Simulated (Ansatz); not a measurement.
Cost and result for the atomization energy of C₂H₇FOSSn, SMILES `C[O][Sn]([CH3])([F])[SH]` (13 atoms, 12 bonds).

Cartesian coordinates in Å:
```
C 0.165 1.441 -1.840
O 0.541 1.112 -0.522
Sn -0.218 -0.421 0.407
C 0.699 -0.545 2.304
F -2.092 -0.022 0.606
S -0.270 -2.331 -1.027
H 0.191 0.573 -2.511
H 0.873 2.183 -2.218
H -0.841 1.875 -1.876
H 1.086 0.441 2.559
H 1.512 -1.269 2.273
H -0.048 -0.857 3.032
H -1.597 -2.181 -1.188
```

Charge 0, multiplicity 1. Correlated methods include outer-core shells of Sn, which these sets cover unevenly. Sn: def2 effective core potential. The geometry is a stationary point of PBE0-D4/def2-TZVP. It is one conformer, not always the lowest. Program: Ansatz. All runs use 2 threads of an AMD EPYC 7R13 on a shared host and a share of an NVIDIA H100 80 GB. Times are those of one run each, without the atoms' runs, and a repeat can differ threefold. Electronic energies, without spin–orbit coupling; frozen cores. CCSD(T)/CBS adds CCSD(T) − MP2 in def2-TZVPP to the MP2 limit, and its time is that of the two runs behind it. T1 = 0.013. With those shells the extrapolation isn't a true limit. B3LYP takes the VWN-RPA correlation (the form of Gaussian; ORCA's B3LYP/G).

CCSD(T)/CBS is a level of theory with its own doubt, some kJ/mol a heavy atom from the limit and from the frozen cores, so smaller differences don't rank the functionals.

```
                             level  functions  wall time  atomization (kJ/mol)  difference from CCSD(T)/CBS  per bond
   PBE-D4/def2-TZVPP (with forces)        314        4 s                4667.7                         50.5       4.2
r2SCAN-D4/def2-TZVPP (with forces)        314      4.2 s                4594.8                        -22.4      -1.9
                 B2PLYP/def2-TZVPP        314      4.7 s                4520.2                        -97.0      -8.1
                PBE0-D4/def2-TZVPP        314        5 s                4567.3                        -49.9      -4.2
                ωB97X-V/def2-TZVPP        314      5.5 s                4606.2                        -11.0      -0.9
 B3LYP-D4/def2-TZVPP (with forces)        314      5.5 s                4563.4                        -53.8      -4.5
                    MP2/def2-QZVPP        590      6.5 s                4629.0                         11.8       1.0
                CCSD(T)/def2-TZVPP        314      7.5 s                4474.0                       -143.2     -11.9
  ωB97M-V/def2-TZVPP (with forces)        314      8.5 s                4591.4                        -25.8      -2.2
                 CCSD(T)/CBS(def2)          –       14 s                4617.2                          0.0       0.0
```

The D4 term adds +47.7 kJ/mol with B3LYP and +25.6 kJ/mol with PBE0; it sums over pairs of atoms, weighted by their polarisabilities, and B3LYP, whose exchange is more repulsive, gets the larger term. In def2-TZVPP, CCSD(T) changes the Hartree–Fock value by +1221.4 kJ/mol (the triples alone add +78.0 kJ/mol) and MP2 by +1290.2 kJ/mol; breaking electron pairs costs correlation energy, which Hartree–Fock lacks. From PBE to PBE0 (25 % exact exchange), in def2-TZVPP and without D4, the atomization energy moves by −96.3 kJ/mol: exact exchange takes away binding that semilocal exchange gives to molecules.

Spin–orbit coupling would lower the free Sn atoms strongly, and the atomization energy with them, by more than many differences here. For some Ge, Se and Sn compounds the MP2-based and the directly extrapolated limit differ by 10 to 25 kJ/mol.
